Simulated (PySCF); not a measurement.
## Spinor energies of Mg (magnesium, neutral)

Start: [Ne] 3s2. Calculated with PySCF 2.14 in x2c-SVPall-2c with one added diffuse shell each of s, p type (5s5p1d, 25 functions): generalised Hartree-Fock with the X2C-1e Hamiltonian and a Gaussian nucleus; one run each with spin-orbit coupling (SO) switched off, then screened by Boettger's factors.

| spinor shell | electrons | ε, spin-free (eV) | ε, screened SO (eV) | weight of nominal j (screened SO) | rms radius, screened SO (bohr) |
| --- | --- | --- | --- | --- | --- |
| 1s1/2 | 2 | -1335.2 | -1335.2 | 1.000 | 0.151 |
| 2s1/2 | 2 | -102.59 | -102.59 | 1.000 | 0.756 |
| 2p1/2 | 2 | -61.866 | -62.077 | 1.000 | 0.772 |
| 3s1/2 | 2 | -6.851 | -6.851 | 1.000 | 3.55 |

(1) Where does 2p3/2 lie, and what is the 2p spin-orbit splitting (screened SO)?

```csv
quantity,spin-free,screened SO
E (hartree),-199.83886,-199.83890
M_J,0,0
⟨J²⟩,0.000,0.000
⟨L²⟩,0.000,0.000
⟨S²⟩,0.000,0.000
```

Without spin-orbit coupling the j labels of p, d and f shells carry no meaning; the spin-free column gives the mean over the occupied spinors of each nl shell.

Answers

(1) At -61.761 eV, 0.316 eV above 2p1/2.
